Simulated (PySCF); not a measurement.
A GIAO shielding run with PySCF (density fitting, non-relativistic, gas phase) on `FC(F)[C@H]1CC(=S)C[SiH2]1`, C5H8F2SSi:

```
$ OMP_NUM_THREADS=1 python probes_run.py task.json out

{"job": {"kind": "nmr", "xc": "PBE0", "basis": "pcSseg-1"}, "charge": 0, "multiplicity": 1}
F      1.448744    -1.907257     0.728122
C      1.956108    -0.754844     0.214801
F      2.777353    -0.255800     1.173732
C      0.853059     0.227977    -0.102998
C     -0.054329    -0.287261    -1.230138
C     -1.386642     0.379429    -1.080621
S     -2.145176     1.132775    -2.298669
C     -1.888346     0.341830     0.315804
Si    -0.319184     0.571326     1.390804
H      2.583863    -1.031685    -0.647960
H      1.343527     1.149790    -0.425528
H     -0.195071    -1.366956    -1.108518
H      0.364369    -0.108216    -2.221477
H     -2.306224    -0.649246     0.509647
H     -2.688251     1.062233     0.469153
H     -0.144912     1.942592     1.863914
H     -0.205886    -0.434659     2.440023
```

Hardware: 1 thread of an Intel Xeon, shared host. The job also computes population analyses, field gradients, ring-centre shieldings.

Q: How large is the calculation?

A: 86 electrons, 207 basis functions and 1119 auxiliary functions.

Q: How long does it take, and how much memory does it need?

A: 53 s of wall time, with 14 SCF cycles and 5 response iterations; peak memory 0.96 GiB. Times on a shared host scatter by some tens of per cent.
